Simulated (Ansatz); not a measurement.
The same atomization along the group F, Cl, Br.

Computed with Ansatz on PBE0-D4/def2-TZVP structures; ΔE is electronic, products minus reactants. CCSD(T)/CBS is the MP2 limit (def2-TZVPP, def2-QZVPP) plus CCSD(T) − MP2 in def2-TZVPP, frozen cores. Small cases extrapolate CCSD(T) itself. DFT in def2-TZVPP. B3LYP here is the variant with VWN-RPA as its local correlation; programs differ in this. No spin–orbit coupling; open shells (•) take unrestricted orbitals. Spin–orbit coupling would lower the free atoms: a little for Cl, F, Si; clearly for Br. Bonds to Br are less sure, by a few kJ/mol each and by 10 to 20 or more in all where they break to atoms, as the def2 sets lack core-valence functions. Scalar relativity is left out up to krypton. Each species was taken in one conformer, which may not be the lowest.

| reaction | CCSD(T)/CBS(def2) (kJ/mol) |
| --- | --- |
| `F[SiH2]N[SiH3]` → F• + 6 H• + N• + 2 Si• | 3382 |
| `[SiH3]N[SiH2]Cl` → Cl• + 6 H• + N• + 2 Si• | ? |
| `[SiH3]N[SiH2]Br` → Br• + 6 H• + N• + 2 Si• | 3141 |

Question: Fill in the missing values. (Estimate.)

Answer: Ansatz gave: `[SiH3]N[SiH2]Cl` → Cl• + 6 H• + N• + 2 Si•: +3193.5 kJ/mol.

Largest T1 diagnostic: 0.012, for Si•.

Extrapolated directly: `F[SiH2]N[SiH3]` → F• + 6 H• + N• + 2 Si•.

For atomizations the MP2-based limit and the directly extrapolated one differ by several kJ/mol either way, and by 10 to 25 for some Ge, Se and Sn compounds, so smaller differences from it don't rank the levels.
